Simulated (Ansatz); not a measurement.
CH3NSn⁺, that is Sn(CN)H3 with one electron fewer. Charge 1, multiplicity 2. Geometry PBE-D4/def2-TZVP; atoms count from 1.

| atom | x (Å) | y (Å) | z (Å) |
| --- | --- | --- | --- |
| Sn1 | 1.335 | -0.571 | 0.795 |
| C2 | -1.021 | 0.872 | -1.188 |
| N3 | -0.278 | 0.353 | -0.477 |
| H4 | 0.820 | 0.191 | 2.262 |
| H5 | 0.867 | -2.203 | 0.462 |
| H6 | -1.724 | 1.358 | -1.854 |

In the def2 sets Sn takes a core potential; there is no spin–orbit coupling.

(1) Estimate the Mulliken populations from the PBE0/def2-TZVP orbitals of Ansatz.

(2) Where does the spin sit?

(3) And the Mayer bond orders between bonded heavy atoms (over 0.3)?

Results:

(1) 
```csv
atom,charge (e),spin (α − β)
Sn1,0.58,0.73
C2,0.06,0.04
N3,-0.10,-0.02
H4,0.08,0.13
H5,0.08,0.13
H6,0.30,0.00
```
Mulliken values and Mayer orders depend strongly on the basis.

(2) Summed by element: Sn 0.73, C 0.04, N -0.02, H 0.25, of 1 unpaired in all. Largest on single atoms: Sn1 0.73, H4 0.13, H5 0.13.

(3) Sn1–N3 0.46 (2.25 Å); C2–N3 2.80 (1.15 Å).
